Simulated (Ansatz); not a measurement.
Steps of a relaxation of FH3O2SeSi (`O[Si](O)(F)[SeH]`) with RKS PBE0-D4/def2-TZVP.

```sh
$ ansatz run in.yaml --threads 4 --pin off --events-out ev --progress --plain --max-ram 10444MiB
```

```yaml
crystal:
  periodic: [false, false, false]
  atoms:
    - {symbol: O, position_ang: [-0.084505, 1.576280, -0.345985]}
    - {symbol: Si, position_ang: [0.157098, -0.052153, -0.102741]}
    - {symbol: O, position_ang: [1.782540, -0.241186, 0.141175]}
    - {symbol: F, position_ang: [-0.339668, -0.873863, -1.427749]}
    - {symbol: Se, position_ang: [-1.004882, -0.929352, 1.647422]}
    - {symbol: H, position_ang: [-1.014304, 1.858565, -0.404600]}
    - {symbol: H, position_ang: [2.321967, 0.448728, -0.288972]}
    - {symbol: H, position_ang: [-1.726246, -1.844118, 0.725648]}
basis:
  gaussian: {orbitals: def2-TZVP}
hamiltonian: {xc: pbe0, dispersion: d4}
relax: {f_tol: 0.005, max_steps: 150}
```

Positions (Å) and forces (eV/Å) along the path, 16 of 23 steps:

```xyz
8
step=1 energy=-80078.1790 eV
O    -0.085    1.576   -0.346   -0.512   -0.914    0.121
Si    0.157   -0.052   -0.103    0.326    0.088   -0.808
O     1.783   -0.241    0.141   -0.733    0.660   -0.531
F    -0.340   -0.874   -1.428    0.436    0.725    1.127
Se   -1.005   -0.929    1.647   -0.005   -0.085   -0.506
H    -1.014    1.859   -0.405    0.662   -0.194    0.031
H     2.322    0.449   -0.289   -0.352   -0.510    0.330
H    -1.726   -1.844    0.726    0.179    0.231    0.235
8
step=2 energy=-80078.2441 eV
O    -0.087    1.558   -0.338   -0.128   -0.599    0.079
Si    0.157   -0.055   -0.102    0.282    0.087   -0.672
O     1.769   -0.239    0.134   -0.556    0.264   -0.234
F    -0.333   -0.862   -1.416    0.265    0.431    0.701
Se   -0.996   -0.917    1.630   -0.029   -0.044   -0.039
H    -1.007    1.835   -0.401    0.186   -0.001    0.000
H     2.303    0.447   -0.285   -0.040   -0.166    0.117
H    -1.715   -1.823    0.722    0.021    0.029    0.046
8
step=3 energy=-80078.2693 eV
O    -0.082    1.546   -0.341   -0.081   -0.058    0.042
Si    0.158   -0.049   -0.107    0.054   -0.044   -0.058
O     1.751   -0.234    0.126   -0.036    0.056   -0.037
F    -0.324   -0.841   -1.399   -0.016   -0.026   -0.029
Se   -0.994   -0.921    1.622   -0.014    0.013    0.080
H    -0.995    1.831   -0.407    0.003    0.084   -0.013
H     2.295    0.445   -0.281    0.086   -0.026    0.038
H    -1.719   -1.834    0.732    0.003    0.001   -0.023
8
step=4 energy=-80078.2707 eV
O    -0.090    1.540   -0.335   -0.057   -0.030   -0.006
Si    0.157   -0.055   -0.115    0.050    0.031    0.060
O     1.750   -0.239    0.123   -0.022    0.051   -0.054
F    -0.322   -0.842   -1.412   -0.026   -0.045   -0.008
Se   -0.990   -0.912    1.629    0.001   -0.015   -0.030
H    -1.002    1.828   -0.403    0.013    0.062   -0.006
H     2.300    0.443   -0.272    0.065   -0.030    0.032
H    -1.711   -1.820    0.730   -0.026   -0.024    0.011
8
step=5 energy=-80078.2721 eV
O    -0.092    1.541   -0.337   -0.034   -0.039   -0.005
Si    0.159   -0.054   -0.116    0.021    0.025    0.060
O     1.751   -0.237    0.120   -0.038    0.049   -0.052
F    -0.325   -0.845   -1.408   -0.008   -0.030   -0.021
Se   -0.991   -0.914    1.626    0.004   -0.012   -0.019
H    -1.003    1.833   -0.403    0.016    0.041   -0.003
H     2.307    0.443   -0.270    0.045   -0.028    0.030
H    -1.715   -1.824    0.731   -0.007   -0.005    0.010
8
step=6 energy=-80078.2733 eV
O    -0.097    1.541   -0.341   -0.005   -0.017   -0.008
Si    0.158   -0.052   -0.119   -0.020    0.009    0.049
O     1.750   -0.235    0.115   -0.016    0.029   -0.033
F    -0.329   -0.850   -1.405    0.009   -0.010   -0.025
Se   -0.990   -0.917    1.624    0.011   -0.003   -0.009
H    -1.004    1.846   -0.403    0.013    0.005    0.001
H     2.320    0.441   -0.261    0.000   -0.022    0.021
H    -1.717   -1.831    0.735    0.008    0.009    0.004
8
step=7 energy=-80078.2736 eV
O    -0.098    1.540   -0.345   -0.003   -0.001   -0.001
Si    0.155   -0.052   -0.121    0.010   -0.003   -0.013
O     1.747   -0.237    0.108   -0.003   -0.002    0.003
F    -0.329   -0.853   -1.408   -0.001    0.001    0.007
Se   -0.986   -0.918    1.625    0.000   -0.003    0.003
H    -1.003    1.850   -0.401    0.000    0.003    0.001
H     2.322    0.442   -0.250   -0.002    0.002    0.001
H    -1.716   -1.830    0.738   -0.001    0.002   -0.001
8
step=10 energy=-80078.2737 eV
O    -0.098    1.535   -0.351    0.002    0.007   -0.005
Si    0.157   -0.056   -0.125   -0.024    0.007    0.012
O     1.749   -0.237    0.102    0.021   -0.008    0.002
F    -0.329   -0.860   -1.409    0.001   -0.004   -0.007
Se   -0.980   -0.921    1.624    0.005    0.000   -0.001
H    -1.003    1.849   -0.393    0.000   -0.006    0.001
H     2.321    0.452   -0.242   -0.002    0.003   -0.001
H    -1.726   -1.820    0.737   -0.003    0.000   -0.001
8
step=11 energy=-80078.2738 eV
O    -0.099    1.526   -0.362   -0.023    0.020   -0.006
Si    0.162   -0.064   -0.131   -0.037    0.013    0.027
O     1.755   -0.236    0.092    0.056    0.020   -0.011
F    -0.325   -0.876   -1.408    0.001   -0.005   -0.017
Se   -0.964   -0.931    1.625   -0.005   -0.014   -0.025
H    -1.004    1.843   -0.377    0.024   -0.020    0.000
H     2.319    0.473   -0.228   -0.024   -0.030    0.013
H    -1.752   -1.792    0.733    0.008    0.015    0.020
8
step=14 energy=-80078.2740 eV
O    -0.103    1.522   -0.358   -0.011   -0.001   -0.007
Si    0.166   -0.068   -0.131    0.011    0.004    0.010
O     1.761   -0.235    0.091    0.001    0.019   -0.007
F    -0.320   -0.874   -1.412   -0.002   -0.002    0.003
Se   -0.944   -0.948    1.628   -0.009   -0.015   -0.022
H    -1.011    1.829   -0.384    0.012    0.000    0.003
H     2.319    0.480   -0.224   -0.006   -0.014    0.005
H    -1.775   -1.764    0.734    0.005    0.009    0.015
8
step=16 energy=-80078.2741 eV
O    -0.104    1.519   -0.362   -0.013   -0.003   -0.004
Si    0.168   -0.069   -0.132    0.003   -0.004    0.004
O     1.763   -0.232    0.089    0.006    0.016   -0.005
F    -0.317   -0.879   -1.411    0.000    0.003   -0.001
Se   -0.938   -0.955    1.627   -0.009   -0.010   -0.013
H    -1.012    1.826   -0.379    0.009    0.000    0.001
H     2.319    0.486   -0.222   -0.006   -0.013    0.006
H    -1.787   -1.753    0.733    0.010    0.012    0.012
8
step=17 energy=-80078.2742 eV
O    -0.107    1.513   -0.366   -0.015   -0.003   -0.003
Si    0.172   -0.074   -0.133   -0.001   -0.006   -0.002
O     1.768   -0.228    0.086    0.006    0.008   -0.002
F    -0.311   -0.887   -1.412    0.002    0.007   -0.002
Se   -0.926   -0.967    1.627   -0.019   -0.018   -0.020
H    -1.015    1.819   -0.371    0.008    0.000    0.001
H     2.319    0.496   -0.218   -0.006   -0.011    0.006
H    -1.809   -1.729    0.733    0.025    0.023    0.022
8
step=19 energy=-80078.2744 eV
O    -0.112    1.506   -0.369   -0.004   -0.006   -0.003
Si    0.176   -0.080   -0.137    0.007    0.002    0.000
O     1.773   -0.226    0.083   -0.004    0.000    0.000
F    -0.304   -0.892   -1.417    0.001    0.002    0.001
Se   -0.907   -0.984    1.626   -0.015   -0.013   -0.017
H    -1.022    1.809   -0.368    0.001    0.003    0.001
H     2.320    0.506   -0.209    0.000   -0.001    0.000
H    -1.832   -1.696    0.735    0.015    0.012    0.017
8
step=21 energy=-80078.2744 eV
O    -0.116    1.501   -0.372   -0.003   -0.005    0.000
Si    0.178   -0.084   -0.140    0.006    0.003    0.003
O     1.776   -0.225    0.081    0.000    0.001   -0.001
F    -0.299   -0.896   -1.421    0.000    0.000    0.001
Se   -0.893   -0.997    1.625   -0.016   -0.010   -0.019
H    -1.026    1.802   -0.364    0.001    0.003    0.001
H     2.321    0.513   -0.202   -0.001    0.000    0.000
H    -1.848   -1.673    0.737    0.013    0.009    0.016
8
step=22 energy=-80078.2744 eV
O    -0.116    1.502   -0.372   -0.004   -0.003   -0.002
Si    0.178   -0.083   -0.139    0.002    0.004    0.001
O     1.776   -0.225    0.081    0.000    0.000   -0.001
F    -0.299   -0.895   -1.420    0.001    0.000    0.001
Se   -0.897   -0.994    1.625   -0.007   -0.005   -0.009
H    -1.025    1.803   -0.364    0.003    0.001    0.001
H     2.321    0.512   -0.204   -0.001   -0.001    0.001
H    -1.846   -1.677    0.737    0.007    0.005    0.008
8
step=23 energy=-80078.2744 eV
O    -0.116    1.501   -0.372   -0.003   -0.003   -0.002
Si    0.179   -0.083   -0.140    0.000    0.002    0.000
O     1.776   -0.224    0.081    0.001    0.000   -0.001
F    -0.299   -0.896   -1.420    0.001    0.000    0.000
Se   -0.896   -0.995    1.625   -0.001   -0.001   -0.002
H    -1.025    1.802   -0.363    0.002    0.001    0.001
H     2.321    0.513   -0.204   -0.001   -0.001    0.001
H    -1.847   -1.675    0.738    0.002    0.001    0.002
```

Hardware: 4 threads of an Arm Neoverse V1 on a shared host. Wall time 92 s, peak host memory 0.57 GiB.
